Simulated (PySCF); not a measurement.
Field gradients at the hydrogen positions

C3H11B2N.
Cartesian coordinates in Å at the PBE0-D3(BJ)/def2-SVP level; atoms count from 1:
```
atom  x, y, z in Å
C1     2.8831   -0.5121   -0.4473
B2     1.5116    0.2215   -0.2359
N3     0.2997   -0.4844   -0.0209
B4    -1.0342    0.0183    0.1688
C5    -2.2120   -1.0102    0.3784
C6    -1.3188    1.5714    0.1807
H7     3.6324   -0.1348    0.2693
H8     3.2841   -0.2569   -1.4441
H9     2.8418   -1.6099   -0.3646
H10    1.4659    1.4326   -0.2616
H11    0.3809   -1.4984   -0.0061
H12   -2.7122   -0.8093    1.3421
H13   -1.9208   -2.0722    0.3577
H14   -2.9892   -0.8498   -0.3889
H15   -0.9413    2.0592   -0.7323
H16   -0.7863    2.0531    1.0182
H17   -2.3882    1.8072    0.2812
```

Level: PBE0/pcSseg-1 (PySCF, non-relativistic); Q(2H) = 0.00286 b; rigid geometry, the same for H and D, with no vibrational averaging.

**Question.** Rank these positions by the coupling χzz of a deuteron there, largest first.
A. H14 (methyl hydrogen)
B. H10 (B–H hydrogen)
C. H11 (N–H hydrogen)

**Answer.** C (262 kHz), A (198 kHz), B (132 kHz).

**Question.** What are Vzz, η and χzz (234.96 MHz × Q × Vzz) at all hydrogens?

**Answer.** 
| atom | bonded to | bond length (Å) | Vzz (au) | η | χzz (kHz) |
| --- | --- | --- | --- | --- | --- |
| H7 | C1 | 1.103 | 0.2950 | 0.02 | 198 |
| H8 | C1 | 1.104 | 0.2937 | 0.02 | 197 |
| H9 | C1 | 1.102 | 0.2972 | 0.01 | 200 |
| H10 | B2 | 1.212 | 0.1970 | 0.05 | 132 |
| H11 | N3 | 1.017 | 0.3894 | 0.11 | 262 |
| H12 | C5 | 1.104 | 0.2941 | 0.02 | 198 |
| H13 | C5 | 1.101 | 0.2978 | 0.00 | 200 |
| H14 | C5 | 1.104 | 0.2945 | 0.02 | 198 |
| H15 | C6 | 1.102 | 0.2977 | 0.02 | 200 |
| H16 | C6 | 1.103 | 0.2962 | 0.01 | 199 |
| H17 | C6 | 1.100 | 0.2995 | 0.01 | 201 |

**Question.** Average by the element that carries the hydrogen.

**Answer.** on C: 199 kHz over 9 positions, mean bond length 1.103 Å; on B: 132 kHz over 1 position, mean bond length 1.212 Å; on N: 262 kHz over 1 position, mean bond length 1.017 Å.

The structure is a single PBE0-D3(BJ)/def2-SVP conformer in the gas phase; no vibrational or solvent corrections. These gradients aren't converged with respect to the basis.
